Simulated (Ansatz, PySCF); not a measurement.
Pulling on the Se4–H5 bond in CdH2OSe (SMILES [OH][Cd][SeH]) (multiplicity 1 held, fragments rigid). Energies count from the point at 1.473 Å.
Geometry at that point (charge 0, multiplicity 1):
```xyz
5

Cd     0.43542    -0.58660    -0.10572
O      1.50138    -2.22921    -0.45382
H      2.37932    -2.19685    -0.05914
Se    -0.99188     1.39293     0.21517
H     -1.56693     0.82771     1.44812
```

Restricted levels (R-, RO-) in cc, def2 and unpolarised 6-31G sets keep to the state of the molecule at rest. U- levels take the lowest unrestricted solution at each point, which mixes spins at long bonds. Active spaces are followed from a long bond inwards. Levels need not reach the same state.

Cores are frozen in the correlated methods. Filled d and f shells under p-block atoms count as core. Rows in LANL2DZ carry no dispersion term and start afresh at each structure. LANL2DZ brings its own core potentials from Na on.

The values were computed with Ansatz (a first-principles code) with Gaussian orbitals; PySCF for LANL2DZ rows. Each number belongs to the level named beside it. In def2 rows elements past Kr take small-core potentials, without spin–orbit coupling.

```tsv
level	energy at R = 4.714 Å (kcal/mol)
R-PBE/def2-TZVPP	113.09
U-B3LYP/LANL2DZ	75.96
R-wB97X-V/def2-TZVPP	157.80
R-SCS-MP2/def2-TZVPP	?
U-CCSD/def2-TZVPP	81.65
SC-NEVPT2 on CASSCF(4,3)/def2-TZVPP	79.54
FIC-NEVPT4(SD) on CASSCF(4,3)/def2-TZVPP	81.91
FIC-MRCISD on CASSCF(4,3)/def2-TZVPP	79.99
FIC-MRCISD+Q on CASSCF(4,3)/def2-TZVPP	82.13
```

Some entries are withheld; supply them.


- R-SCS-MP2/def2-TZVPP, energy at R = 4.714 Å (kcal/mol): 90.97

Doubts at one or more of the structures used: a restricted determinant that unrestricted orbitals would lower (R-PBE/def2-TZVPP, R-wB97X-V/def2-TZVPP, R-SCS-MP2/def2-TZVPP); a spin-contaminated determinant (U-B3LYP/LANL2DZ, U-CCSD/def2-TZVPP); active orbitals that take no part (SC-NEVPT2 on CASSCF(4,3)/def2-TZVPP, FIC-NEVPT4(SD) on CASSCF(4,3)/def2-TZVPP, FIC-MRCISD on CASSCF(4,3)/def2-TZVPP, FIC-MRCISD+Q on CASSCF(4,3)/def2-TZVPP).
